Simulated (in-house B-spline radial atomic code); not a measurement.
**Solving the quasi-particle equation for 4f up of Tb4+**

Configuration [Xe] 4f7, highest spin, start r2SCAN; correlation leaves out the 10 deepest shells, empty levels kept to 250 hartree. Computed with a B-spline radial code for spherical atoms: all electrons, scalar-relativistic (spin-free one-electron X2C), finite nucleus, each spin shell either full or empty, empty states to l = 9 with an (l + 1/2)⁻⁴ tail; G0W0 by contour deformation at full frequency.

At the mean-field level ε = -57.126 eV the matrix elements are Σx = -70.976 eV, v_xc = -57.413 eV and Σc(ε) = 2.457 eV, and the slope of the correlation self-energy is dΣc/dω = -0.0683. The quasi-particle energy solves E = ε + Σx − v_xc + Σc(E).

Problem. What does the linearised equation give?

Solution. Z = 1/(1 − dΣc/dω) = 1/1.0683 = 0.9361. The first-order shift is Σx − v_xc + Σc(ε) = -70.976 − (-57.413) + (2.457) = -11.106 eV, so E ≈ ε + Z × shift = -57.126 + 0.9361 × (-11.106) = -67.522 eV.

Problem. How does that compare with the full solution and with static screening?

Solution. Solving the equation at full frequency dependence gives E = -67.418 eV, where Σc = 3.271 eV and the weight is 0.915; the linearised value is off by 104 meV. Leaving Z out would give -68.232 eV. Static COHSEX puts -1.703 eV in place of Σc and gives -72.392 eV, 4.97 eV deeper.
